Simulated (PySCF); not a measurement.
# Removal energies of I(7+) from EOM-IP-GCCSD

Reference: closed-shell I(7+), [Kr] 4d10; one electron is removed. Calculated with PySCF 2.14, two-component X2C-1e with screened spin-orbit coupling, x2c-TZVPPall-2c with one added diffuse shell each of s, p, d, f type (9s10p6d3f, 90 functions); frozen [Ar] 3d10; the 6 highest virtual spinors dropped; of the others 110 kept and the rest restored at second order. No Breit or QED terms. Binding energies in eV.

```tsv
level	Koopmans	second order	EOM-CCSD
4p1/2	249.47	233.95	240.29
4d3/2	153.02	151.24	151.81
4d5/2	151.13	149.39	149.95
```

In EOM-CCSD the overlap with the one-orbital guess is low for 4p1/2 (weight 0.80). That can mean mixing with two-hole, one-particle states, where second order and EOM-CCSD lose accuracy, or only a rotation among the degenerate components of the shell; the terms of those configurations are not listed.

For comparison, the ionisation energy of I(7+) is 150.81 ± 0.1 eV (measured; NIST Atomic Spectra Database, ionization energies).

Only part of the computed levels is shown.

Gaps of this size point to the basis (9s10p6d3f), which has few functions of high l to correlate and polarise the inner shells.

Where second order misses EOM-CCSD by more than 1 eV, it overshoots the relaxation and correlation of that hole or particle, which higher orders damp.
